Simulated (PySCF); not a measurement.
## Electric properties by functional and basis

C2H9Ge2N.
Numbering: `[CH2:1]=[CH:2][N:3]([GeH3:4])[GeH3:5]` (hydrogens: H6, H7 on C1; H8 on C2; H9, H10, H11 on Ge4; H12, H13, H14 on Ge5)

PySCF, dipoles from the SCF density, polarisabilities from static response with core orbitals frozen. Isolated species at its PBE0-D3(BJ)/def2-SVP geometry, gas phase. The LDA/def2-SVPD calculation is non-relativistic and has no spin–orbit coupling, an omission that weighs most on germanium.

How do dipole and polarisability depend on functional and basis here?

| level | μ (D) | α (au) | anisotropy (au) |
| --- | --- | --- | --- |
| LDA/def2-SVPD | 1.181 | 102.60 | 35.93 |
| PBE/def2-SVPD | 1.136 | 100.34 | 35.56 |
| B3LYP/def2-SVPD | 1.149 | 97.34 | 33.68 |
| PBE0/def2-SVPD | 1.154 | 96.42 | 33.29 |
| BHandHLYP/def2-SVPD | 1.163 | 93.51 | 31.69 |
| CAM-B3LYP/def2-SVPD | 1.172 | 95.58 | 32.48 |
| wB97X-D/def2-SVPD | 1.171 | 95.55 | 32.05 |
| LC-wPBE/def2-SVPD | 1.161 | 93.06 | 31.45 |
| HF/def2-SVPD | 1.153 | 89.52 | 29.48 |
| PBE0/6-31G* | 1.114 | 78.40 | 35.98 |
| PBE0/def2-SVP | 1.112 | 84.29 | 34.26 |
| PBE0/def2-TZVP | 1.135 | 93.61 | 34.46 |

The anisotropy is √(½[(α1 − α2)² + (α2 − α3)² + (α3 − α1)²]). The dipole runs from 1.11 D (PBE0/def2-SVP) to 1.18 D (LDA/def2-SVPD). No reference polarisability is at hand; against PBE0 in the largest diffuse basis at hand (def2-SVPD) the other PBE0 rows deviate by 6-31G* -19%, def2-SVP -13%, def2-TZVP -3%. In one basis (def2-SVPD) the functionals order the polarisability from HF (lowest) to LDA (highest), a spread of 15%. With PBE0 the polarisability is 85.43 au without diffuse functions (mean of 6-31G*, def2-SVP and def2-TZVP) and 96.42 au with them (def2-SVPD).
